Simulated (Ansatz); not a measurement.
LaSi₆N₃H₁₈⁻, that is La(N(SiH3)2)3 with one electron more. Charge -1, multiplicity 2. Geometry PBE-D4/def2-SVP, that of the neutral singlet; atoms count from 1.

| atom | x (Å) | y (Å) | z (Å) |
| --- | --- | --- | --- |
| La1 | 0.615 | 0.295 | -0.237 |
| N2 | 1.164 | -1.071 | 1.636 |
| Si3 | 2.879 | -0.973 | 1.668 |
| Si4 | 0.034 | -1.891 | 2.678 |
| H5 | 3.513 | -0.287 | 2.852 |
| H6 | 3.139 | -0.026 | 0.460 |
| H7 | 3.656 | -2.227 | 1.361 |
| H8 | 0.176 | -3.394 | 2.641 |
| H9 | -1.354 | -1.546 | 2.191 |
| H10 | 0.142 | -1.460 | 4.121 |
| N11 | -0.299 | -0.995 | -2.019 |
| Si12 | 0.806 | -0.682 | -3.296 |
| Si13 | -1.704 | -2.022 | -1.925 |
| H14 | 1.640 | -1.835 | -3.791 |
| H15 | 1.810 | 0.271 | -2.584 |
| H16 | 0.299 | 0.098 | -4.482 |
| H17 | -2.813 | -1.597 | -2.858 |
| H18 | -2.228 | -1.934 | -0.510 |
| H19 | -1.395 | -3.472 | -2.217 |
| N20 | -0.807 | 2.109 | 0.366 |
| Si21 | -2.462 | 1.981 | 0.896 |
| Si22 | 0.198 | 3.472 | 0.076 |
| H23 | -2.676 | 2.490 | 2.300 |
| H24 | -2.825 | 0.514 | 0.875 |
| H25 | -3.428 | 2.712 | -0.005 |
| H26 | -0.206 | 4.407 | -1.035 |
| H27 | 1.495 | 2.775 | -0.429 |
| H28 | 0.628 | 4.289 | 1.267 |

In the def2 sets La takes a core potential; there is no spin–orbit coupling. The highest occupied level of the charge -1 doublet lies above zero (up to 0.88 eV). By energy differences its removal costs 0.41 eV (vertical, to the charge 0 singlet, at PBE0-D4/def2-SVP); self-interaction error and the lack of diffuse functions both raise the level.

Question: Estimate the Mulliken populations from the PBE0/def2-SVP orbitals of Ansatz.

Answer: 
```
atom  charge (e)  spin (α − β)  d electrons
 La1        0.52          0.86         1.61
  N2       -0.77         -0.01            –
 Si3        0.42          0.06            –
 Si4        0.51         -0.01            –
  H5       -0.11          0.00            –
  H6       -0.10          0.01            –
  H7       -0.11          0.00            –
  H8       -0.13          0.00            –
  H9       -0.08          0.00            –
 H10       -0.13          0.01            –
 N11       -0.77         -0.01            –
Si12        0.42          0.06            –
Si13        0.51         -0.01            –
 H14       -0.11          0.00            –
 H15       -0.10          0.01            –
 H16       -0.11          0.00            –
 H17       -0.13          0.00            –
 H18       -0.08          0.00            –
 H19       -0.13          0.00            –
 N20       -0.77         -0.01            –
Si21        0.51         -0.01            –
Si22        0.42          0.06            –
 H23       -0.13          0.00            –
 H24       -0.08          0.00            –
 H25       -0.13          0.00            –
 H26       -0.11          0.00            –
 H27       -0.10          0.01            –
 H28       -0.11          0.00            –
```
Mulliken values and Mayer orders depend strongly on the basis.

Question: Where does the spin sit?

Answer: Summed by element: La 0.86, N -0.02, Si 0.14, H 0.02, of 1 unpaired in all. Largest on single atoms: La1 0.86, Si12 0.06, Si22 0.06.

Question: And the Mayer bond orders between bonded heavy atoms (over 0.3)?

Answer: La1–N2 0.66 (2.38 Å); La1–N11 0.66 (2.38 Å); La1–N20 0.66 (2.38 Å); N2–Si3 1.17 (1.72 Å); N2–Si4 1.10 (1.74 Å); N11–Si12 1.17 (1.72 Å); N11–Si13 1.10 (1.74 Å); N20–Si21 1.10 (1.74 Å); N20–Si22 1.17 (1.72 Å).
